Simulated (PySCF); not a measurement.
Computed spin Hamiltonian

C4H4F3OS (doublet state).
Cartesian coordinates in Å at the GFN2-xTB level; atoms count from 1:
```xyz
13
C4H4F3OS angstrom
C     -2.5079   -0.6670    0.0982
S     -1.7591    0.6644   -0.7219
O     -1.7351    1.8138    0.1701
C     -0.0812   -0.0885   -0.6440
C      0.8471    0.5000    0.0814
C      2.2396   -0.0299    0.2411
F      2.6100   -0.0820    1.5282
F      3.1435    0.7415   -0.3853
F      2.3874   -1.2674   -0.2541
H     -2.6958   -1.5494   -0.4832
H     -3.1401   -0.4538    0.9390
H      0.0453   -1.0017   -1.1994
H      0.6420    1.4205    0.6121
```

The hyperfine couplings belong to this conformer and change with its torsions.

Identity: `O=[S@]([CH2])/C=C/C(F)(F)F` [radical].

The calculation used PySCF 2.14.0, UKS B3LYP, pcH-1 on C F H O S, non-relativistic, mean-field spin-orbit, GIAO. The structure is a single GFN2-xTB conformer in the gas phase; no vibrational or solvent corrections. Couplings are sensitive to structure, and on GFN2-xTB geometries they can be far from those on DFT ones. No stability test was run, so a lower SCF solution isn't excluded.

| Quantity | Value |
| --- | --- |
| g1, g2, g3 | 2.00153, 2.00238, 2.00445 |
| g_iso | 2.00279 |
| Form of g | rhombic: the two nearest values differ by 29 % of g3 − g1 |
| ⟨S²⟩ | 0.7556 (exact 0.7500) |
| HOMO–LUMO gap, α and β orbitals | 5.17, 3.97 eV |
| Total energy | -927.66762 Eh |

Isotropic coupling and dipolar principal values T1 to T3, in MHz; ρ(0) is the spin density at the nucleus:

| atom | isotope | a_iso | of which spin–orbit | T1 | T2 | T3 | Mulliken spin population | ρ(0) (bohr⁻³) |
| --- | --- | --- | --- | --- | --- | --- | --- | --- |
| C1 | 13C | 117.1 | 0.1 | -74.5 | -73.9 | 148.4 | 0.95 | 0.1041 |
| S2 | 33S | 36.8 | -0.1 | -11.2 | -5.5 | 16.7 | 0.03 | 0.1073 |
| O3 | 17O | -1.5 | 0.0 | -10.9 | 3.0 | 7.9 | 0.02 | 0.0025 |
| C4 | 13C | 97.0 | 0.0 | -8.4 | -6.7 | 15.1 | 0.06 | 0.0863 |
| C5 | 13C | 2.4 | 0.0 | -1.7 | -0.8 | 2.5 | 0.00 | 0.0022 |
| C6 | 13C | 8.4 | 0.0 | -0.8 | -0.7 | 1.5 | 0.00 | 0.0074 |
| F7 | 19F | 4.3 | 0.0 | -3.9 | -3.7 | 7.6 | 0.00 | 0.0010 |
| F8 | 19F | -2.8 | 0.0 | -1.5 | 0.6 | 0.9 | 0.00 | -0.0007 |
| F9 | 19F | 0.0 | 0.0 | -1.0 | -0.2 | 1.2 | 0.00 | 0.0000 |
| H10 | 1H | -48.3 | 0.0 | -34.8 | -2.0 | 36.8 | -0.03 | -0.0108 |
| H11 | 1H | -56.3 | 0.1 | -35.2 | -1.4 | 36.6 | -0.04 | -0.0126 |
| H12 | 1H | -4.6 | 0.0 | -4.9 | -2.2 | 7.1 | 0.00 | -0.0010 |
| H13 | 1H | 4.1 | 0.0 | -2.0 | -1.2 | 3.1 | 0.00 | 0.0009 |

Largest spin populations (Mulliken): C1 (+0.95) and C4 (+0.06). C1 is the only atom above +0.15. The angles at C1 add up to 354.0°, so it is slightly pyramidal.

Under fast tumbling the dipolar parts average out, and these isotropic splittings remain: 1 × 1H (H11, I = 1/2, 2 lines) with 2.01 mT, 1 × 1H (H10, I = 1/2, 2 lines) with 1.72 mT, 1 × 1H (H12, I = 1/2, 2 lines) with 0.16 mT and 1 × 1H (H13, I = 1/2, 2 lines) with 0.15 mT.

H10 and H11 aren't averaged: C1 is flat or nearly so (angle sum 354°), and its turn about the short C1–S2 bond (1.73 Å) is taken as slow.

The 13C coupling of C1 (117.1 MHz) shows only in satellite lines or after enrichment, since that isotope makes up about 1.07 % of natural carbon.

The 33S coupling of S2 (36.8 MHz) shows only in satellite lines or after enrichment, since that isotope makes up about 0.76 % of natural sulfur.
